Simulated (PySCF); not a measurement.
Two-component Hartree-Fock for Cd³⁺ (cadmium, charge +3)

Start: [Kr] 4d8 5s1; 4d3/2 filled at m_j = -1/2, +1/2, +3/2; 4d5/2 filled at m_j = -3/2, -1/2, +1/2, +3/2, +5/2; 5s1/2 filled at m_j = +1/2. Calculated with PySCF 2.14 in x2c-TZVPall-2c with one added diffuse shell each of s, p, d type (9s10p8d1f, 86 functions): generalised Hartree-Fock with the X2C-1e Hamiltonian and a Gaussian nucleus; one run each with spin-orbit coupling (SO) switched off, then screened by Boettger's factors. This is a chosen level, not necessarily the ground level.

```
spinor shell  electrons  ε, spin-free (eV)  ε, screened SO (eV)  weight of nominal j (screened SO)  rms radius, screened SO (bohr)
       1s1/2          2           -26889.4             -26887.1                              1.000                          0.0348
       2s1/2          2            -4117.6              -4116.9                              1.000                           0.142
       2p1/2          2            -3692.0              -3825.4                              1.000                           0.124
       2p3/2          4            -3692.0              -3630.6                              1.000                           0.128
       3s1/2          2            -840.75              -840.52                              1.000                           0.381
       3p1/2          2            -697.66              -722.28                              1.000                           0.375
       3p3/2          4            -697.66              -686.17                              1.000                           0.386
       3d3/2          4            -474.29              -478.79                              0.997                           0.361
       3d5/2          6            -474.29              -471.03                              0.998                           0.365
       4s1/2          2            -170.48              -170.40                              1.000                           0.932
       4p1/2          2            -125.25              -131.15                              0.955                           0.997
       4p3/2          4            -125.25              -122.40                              0.977                            1.02
       4d5/2          5            -60.041              -59.910                              0.617                            1.26
       4d3/2          3            -60.041              -60.320                              0.650                            1.25
       5s1/2          1            -37.547              -37.541                              1.000                            2.53
```

```csv
quantity,spin-free,screened SO
E (hartree),-5588.10986,-5589.25318
M_J,9/2,9/2
⟨J²⟩,24.755,24.755
⟨L²⟩,12.005,12.083
⟨S²⟩,3.750,3.741
```

Each row is a mean over spinors that exchange with the open shell spreads, by up to 9.516 eV (4p3/2).

Rows whose weight is well below 1 are mixtures of j = l ± 1/2: exchange outweighs spin-orbit coupling there, and the label is only the starting occupation.

Breit and QED terms are absent; they matter most for the inner s and p1/2 levels.

Densities and radii are taken from the X2C orbitals without a picture-change correction, which distorts them close to the nucleus.

Without spin-orbit coupling the j labels of p, d and f shells carry no meaning; the spin-free column gives the mean over the occupied spinors of each nl shell.
